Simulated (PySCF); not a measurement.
**Adding and removing an electron: NaI**

RHF-MP2; basis Na def2-SVP, I def2-SVP with ECP28; scalar-relativistic core potentials; PySCF 2.14. Neutral (RHF): singlet (closed shell), Re = 2.755 Å, ωe = 250 cm⁻¹, De = 3.13 eV.

NaI⁺ (UHF): doublet (π ↑), Re = 3.221 Å, ωe = 122 cm⁻¹, De = 0.40 eV to Na⁺ + I. The energies at the minima are -458.65555 hartree for NaI and -458.37578 for NaI⁺.

Problem. Work out the adiabatic ionisation energy, without and with harmonic zero-point energies (1 hartree = 27.2114 eV, 1 eV = 8065.5 cm⁻¹), and the change of the bond length.

Solution. At MP2: 0.27977 hartree = 7.613 eV between the minima; the zero-point term (122.0 − 250.0)/2 cm⁻¹ = -0.008 eV makes it 7.605 eV. Re changes by +46.6 pm against the neutral. The electron leaves a π orbital, and the ion is left as a loose complex of an ion and an atom.

Correlated steps freeze 5 core orbitals. Weak bonds: NaI⁺. Basis-set superposition, not corrected here, can be much of De in a small basis, most of all at correlated wavefunction levels. These are scalar-relativistic numbers at best; spin–orbit coupling would shift them, the dissociation energy most. For an ion De counts to the pair picked by the measured ionisation energies or electron affinities, which need not be the lowest pair at this level. Where the molecule has an RHF reference, its open-shell atoms are computed with UHF. States were picked by a PBE0 search and need not be the measured ground states.

Neutral and ion stand on different kinds of reference determinant, which adds to the error of the difference.
